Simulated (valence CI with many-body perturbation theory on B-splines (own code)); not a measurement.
Forbidden lines of W⁺

Method: relativistic CI+MBPT: five valence electrons over a frozen Dirac-Fock core [Xe] 4f14, radial functions for each j: 9 s, 9 p, 9 d, 7 f, 4 g, 2 h, with the one-electron correlation potential Σ1 (screened to all orders), the two-electron term Σ2, the three-electron term Σ3, Breit, model QED; selected single and double excitations, second order for the rest, scaled by the run's own slope (own B-spline code, finite nucleus).

Against 7 measured levels this calculation errs by 274 cm⁻¹ on average and by 1079 at most. These come from a selection out of the NIST Handbook of Basic Atomic Spectroscopic Data. Levels without a partner in it may be off by more, other configurations by 1,000 to 4,000 cm⁻¹. Among the levels kept, up to 960 cm⁻¹ of a level comes from second order outside the variational space, and about a tenth of that is noise between levels of different J, which matters for small intervals. Only levels of the ground parity were solved; by the run's estimate the other parity begins above the list, which can be wrong where configurations are misplaced. 1 measured level below the end of the list, from 8711 cm⁻¹ on, found no clear computed partner, and computed levels of the same name lie up to 12293 cm⁻¹ from them.

Lines 1 to 50 of 93 in falling wavelength, among levels below 25009 cm⁻¹, chosen from the decays that carry over 1 % of a level's rate. Wavelengths and rates use the calculated energies, so an error of 300 cm⁻¹ moves a line at 14440 Å by 4.3 % and its rate by three times that or more. S is in atomic units (e²a₀⁴ for E2 and M2, e²a₀⁶ for E3), for M1 in squared Bohr magnetons. Weak lines are less certain than strong ones. Lines between different terms over intervals too small for the method are left out, as are lines whose strength nearly cancels and 4 of this kind that miss the measured wavelength by over 7 %.

Names give the largest LS component (configuration and term), which can be under half, so a name can repeat, a term be missing and a line seem to break the LS rules; names also repeat where a configuration has a term twice. Letters in brackets count levels of one name in rising energy.

| λ vac (Å) | λ from measured levels | Upper | Lower | Type | A (s⁻¹) | S (a.u.) |
| --- | --- | --- | --- | --- | --- | --- |
| 1.313e+05 |  | 5d4 6s 4H_11/2 [a] | 5d4 6s 4H_9/2 [a] | M1 | 8.89e-03 | 8.95e+00 |
| 73370 |  | 5d4 6s 4H_9/2 [a] | 5d4 6s 4H_7/2 [a] | M1 | 7.14e-02 | 1.05e+01 |
| 69150 | 65840 | 5d4 6s 6D_3/2 | 5d4 6s 6D_1/2 | M1 | 1.68e-01 | 8.23e+00 |
| 68560 |  | 5d4 6s 4D_3/2 [a] | 5d4 6s 4D_1/2 | M1 | 9.23e-02 | 4.41e+00 |
| 68300 | 69890 | 5d4 6s 6D_9/2 | 5d4 6s 6D_7/2 | M1 | 9.06e-02 | 1.07e+01 |
| 64700 | 64780 | 5d4 6s 6D_7/2 | 5d4 6s 6D_5/2 | M1 | 1.84e-01 | 1.48e+01 |
| 62810 |  | 5d4 6s 4G_5/2 | 5d4 6s 4D_3/2 [a] | M1 | 4.52e-02 | 2.49e+00 |
| 62150 | 60470 | 5d4 6s 6D_5/2 | 5d4 6s 6D_3/2 | M1 | 2.50e-01 | 1.33e+01 |
| 60510 |  | 5d4 6s 4H_9/2 [a] | 5d4 6s 4F_9/2 | M1 | 4.24e-02 | 3.48e+00 |
| 57520 |  | 5d4 6s 4P_3/2 | 5d4 6s 4P_1/2 | M1 | 1.06e-01 | 2.99e+00 |
| 49430 |  | 5d4 6s 4H_7/2 [a] | 5d4 6s 4P_5/2 | M1 | 7.99e-03 | 2.86e-01 |
| 47410 | 47370 | 5d3 6s2 4F_7/2 | 5d3 6s2 4F_5/2 | M1 | 2.79e-01 | 8.81e+00 |
| 41420 |  | 5d4 6s 4H_11/2 [a] | 5d4 6s 4F_9/2 | M1 | 1.91e-01 | 6.05e+00 |
| 40780 |  | 5d3 6s2 4F_5/2 | 5d3 6s2 4F_3/2 | M1 | 4.81e-01 | 7.25e+00 |
| 39080 |  | 5d4 6s 4H_7/2 [b] | 5d4 6s 4H_7/2 [a] | M1 | 2.00e-01 | 3.54e+00 |
| 38320 |  | 5d4 6s 4P_5/2 | 5d4 6s 4P_3/2 | M1 | 3.46e-01 | 4.33e+00 |
| 36450 |  | 5d4 6s 4G_5/2 | 5d4 6s 4P_5/2 | M1 | 9.75e-02 | 1.05e+00 |
| 33410 |  | 5d4 6s 4H_7/2 [b] | 5d4 6s 4D_5/2 [a] | M1 | 4.02e-01 | 4.44e+00 |
| 32130 |  | 5d4 6s 4D_7/2 [a] | 5d4 6s 4P_5/2 | M1 | 9.86e-02 | 9.70e-01 |
| 26590 |  | 5d4 6s 4D_3/2 [a] | 5d4 6s 4P_3/2 | M1 | 1.23e-01 | 3.44e-01 |
| 24750 |  | 5d4 6s 4D_1/2 | 5d4 6s 4P_1/2 | M1 | 1.02e+00 | 1.15e+00 |
| 23820 |  | 5d4 6s 4D_5/2 [a] | 5d4 6s 4P_3/2 | M1 | 3.96e-02 | 1.19e-01 |
| 23260 |  | 5d4 6s 4H_7/2 [b] | 5d3 6s2 4F_7/2 | M1 | 8.97e-02 | 3.35e-01 |
| 22720 |  | 5d4 6s 4P_3/2 | 5d5 6S_5/2 | M1 | 1.57e-01 | 2.73e-01 |
| 21880 |  | 5d4 6s 4G_5/2 | 5d3 6s2 4F_5/2 | M1 | 7.54e-03 | 1.76e-02 |
| 21830 |  | 5d4 6s 4H_7/2 [b] | 5d4 6s 4P_5/2 | M1 | 2.04e-01 | 6.28e-01 |
| 20420 |  | 5d3 6s2 2D_3/2 | 5d4 6s 4D_3/2 [a] | M1 | 3.13e-01 | 3.95e-01 |
| 20250 |  | 5d4 6s 4D_7/2 [a] | 5d3 6s2 4F_5/2 | M1 | 4.49e-02 | 1.10e-01 |
| 18680 |  | 5d4 6s 4G_5/2 | 5d4 6s 4P_3/2 | M1 | 1.86e-02 | 2.69e-02 |
| 18510 |  | 5d5 4G_9/2 | 5d3 6s2 4F_7/2 | M1 | 1.25e-02 | 2.94e-02 |
| 18420 |  | 5d4 6s 4D_3/2 [a] | 5d3 6s2 4F_3/2 | M1 | 9.44e-02 | 8.75e-02 |
| 17040 |  | 5d4 6s 4D_5/2 [a] | 5d3 6s2 4F_3/2 | M1 | 4.58e-03 | 5.05e-03 |
| 16610 |  | 5d3 6s2 4F_3/2 | 5d4 6s 6D_5/2 | M1 | 2.36e-01 | 1.60e-01 |
| 15730 |  | 5d3 6s2 2D_3/2 | 5d4 6s 4D_1/2 | M1 | 1.04e+00 | 6.03e-01 |
| 15610 |  | 5d4 6s 4H_7/2 [b] | 5d3 6s2 4F_5/2 | M1 | 6.73e-02 | 7.59e-02 |
| 14440 | 15190 | 5d3 6s2 4F_5/2 | 5d4 6s 6D_7/2 | M1 | 1.17e-01 | 7.84e-02 |
| 14260 |  | 5d4 6s 4P_5/2 | 5d5 6S_5/2 | M1 | 1.06e+00 | 6.84e-01 |
| 14240 |  | 5d4 6s 4G_5/2 | 5d3 6s2 4F_3/2 | M1 | 2.40e-02 | 1.54e-02 |
| 13230 |  | 5d4 6s 4P_1/2 | 5d4 6s 6D_3/2 | M1 | 2.71e+00 | 4.65e-01 |
| 13210 | 13760 | 5d3 6s2 4F_7/2 | 5d4 6s 6D_9/2 | M1 | 1.55e-01 | 1.06e-01 |
| 13110 |  | 5d3 6s2 4F_3/2 | 5d4 6s 6D_3/2 | M1 | 4.63e-03 | 1.55e-03 |
| 13010 |  | 5d4 6s 4P_3/2 | 5d4 6s 6D_5/2 | M1 | 1.12e+00 | 3.64e-01 |
| 12700 |  | 5d3 6s2 2D_3/2 | 5d3 6s2 4F_5/2 | M1 | 1.31e+00 | 3.98e-01 |
| 12250 |  | 5d4 6s 4D_3/2 [a] | 5d5 6S_5/2 | M1 | 1.19e-02 | 3.25e-03 |
| 11800 | 12300 | 5d3 6s2 4F_5/2 | 5d4 6s 6D_5/2 | M1 | 2.66e-01 | 9.74e-02 |
| 11630 |  | 5d4 6s 4D_5/2 [a] | 5d5 6S_5/2 | M1 | 1.60e-01 | 5.58e-02 |
| 11550 |  | 5d3 6s2 2D_3/2 | 5d4 6s 4P_3/2 | M1 | 1.61e+00 | 3.69e-01 |
| 11430 |  | 5d4 6s 4P_5/2 | 5d4 6s 6D_7/2 | M1 | 2.22e-01 | 7.35e-02 |
| 11110 |  | 5d4 6s 4P_1/2 | 5d4 6s 6D_1/2 | M1 | 1.34e+00 | 1.36e-01 |
| 11090 |  | 5d4 6s 4F_9/2 | 5d4 6s 6D_9/2 | M1 | 2.12e+00 | 1.07e+00 |
